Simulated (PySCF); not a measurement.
Input file for PySCF: R-B3LYP/LANL2DZ on FH3Sn (SMILES [F][SnH3]), a point of a bond scan (R = 2.135 Å).

```python
from pyscf import gto, scf, dft, mp
from pyscf.data.elements import chemcore

mol = gto.M(
    atom='''
    Sn   -0.23519491   -0.07216408   -0.08673068
    F     1.68940164    0.51835354    0.62298518
    H     0.08984727   -1.18217036   -1.33958590
    H    -0.96056705    1.37602894   -0.61963295
    H    -0.99947951   -0.76768566    1.26956257
    ''',
    basis='lanl2dz',
    ecp={'Sn': 'lanl2dz'},
    charge=0, spin=0, verbose=3, max_memory=1800)
mf = dft.RKS(mol, xc='b3lyp')
mf.conv_tol = 1e-8
mf.max_cycle = 100
mf.kernel()
if not mf.converged:
    mf = mf.newton().run(mf.mo_coeff, mf.mo_occ)
```

The log:

```
converged SCF energy = -105.02663893868
```

The calculation finished and met its thresholds.

Cost: very roughly 2.0 core-seconds.
